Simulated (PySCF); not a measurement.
²⁹Si chemical shifts

PySCF 2.14 calculation with shielding tensors at PBE0/pcSseg-1 (GIAO) and coordinates at the GFN2-xTB level; gas phase, averaged over atoms made equivalent by symmetry, fast rotation or ring inversion, a single conformation, non-relativistic.

Shieldings were converted by a linear fit to measured shifts: ²⁹Si (scatter 8.9 ppm rms, 25.8 ppm with the 6 outliers that the fit left out vs TMS, solution or neat liquid). Occasional misses reach two or three times the rms, and more in compound classes unlike the fitted ones.

Q: Give the ²⁹Si shifts of `CC(=O)O[Si@@](C)(O)S`, `C=CC[Si@@H](O)N[SiH3]`, `CC[Si@H](CF)C[SiH2][SiH3]`, `C[Si@H]1C=CC(=O)O1`, `C=CC(=C)O[Si](C)(C)C`.

A: 
```
                                                   compound                                        environment  δ (ppm)
                                       CC(=O)O[Si@@](C)(O)S                        silicon bonded to C, 2 O, S     -3.4
       [CH2:1]=[CH:2][CH2:3][Si@@H:4]([OH:5])[NH:6][SiH3:7]                  Si4: silicon bonded to C, N, O, H    -27.1
       [CH2:1]=[CH:2][CH2:3][Si@@H:4]([OH:5])[NH:6][SiH3:7]                      Si7: silicon bonded to N, 3 H    -57.4
[CH3:1][CH2:2][Si@H:3]([CH2:4][F:5])[CH2:6][SiH2:7][SiH3:8]                      Si3: silicon bonded to 3 C, H    -19.9
[CH3:1][CH2:2][Si@H:3]([CH2:4][F:5])[CH2:6][SiH2:7][SiH3:8]                  Si7: silicon bonded to C, Si, 2 H    -72.9
[CH3:1][CH2:2][Si@H:3]([CH2:4][F:5])[CH2:6][SiH2:7][SiH3:8]                     Si8: silicon bonded to Si, 3 H   -102.6
                                         C[Si@H]1C=CC(=O)O1  silicon bonded to 2 C, O, H, in a 5-membered ring     -3.1
                                       C=CC(=C)O[Si](C)(C)C                           silicon bonded to 3 C, O      3.9
```

Q: Order these by ²⁹Si shift, lowest first.
A. C=CC/C(=C/CC)O[SiH3]
B. CCO[Si](C)(C)C
C. O=C1OCC=C1[SiH3]
D. C=C[C@@]1(OCC)[SiH2][C@@H]1C

A: D (-104.9 ppm, silicon bonded to 2 C, 2 H, in a 3-membered ring), C (-75.6 ppm, silicon bonded to C, 3 H), A (-44.9 ppm, silicon bonded to O, 3 H), B (1.9 ppm, silicon bonded to 3 C, O).
